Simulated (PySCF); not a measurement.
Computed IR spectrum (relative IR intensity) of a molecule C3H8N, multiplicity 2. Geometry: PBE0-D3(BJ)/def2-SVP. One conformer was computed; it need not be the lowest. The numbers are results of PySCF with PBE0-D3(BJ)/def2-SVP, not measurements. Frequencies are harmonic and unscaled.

Lines under 2 % of the strongest are left out, and lines within 2 cm⁻¹ are merged.

ν (cm⁻¹): 283 (w), 352 (w), 628 (m), 885 (w), 1084 (w), 1109 (w), 1135 (w), 1160 (w), 1362 (m), 1399 (w), 1444 (w), 1449 (w), 1461 (m), 1469 (w), 1473 (w), 1542 (m), 2977 (s), 2985 (vs), 3097 (s), 3154 (m), 3158 (w), 3284 (w) (against the strongest line: vs over 80 %, s over 45 %, m over 15 %, w over 4 %, vw less)

Task: Pick the molecule that these values belong to.
A) [CH2]N(C)C
B) C[CH]NC
C) [CH2]CNC
D) C[C](C)N

Result: A, [CH2]N(C)C
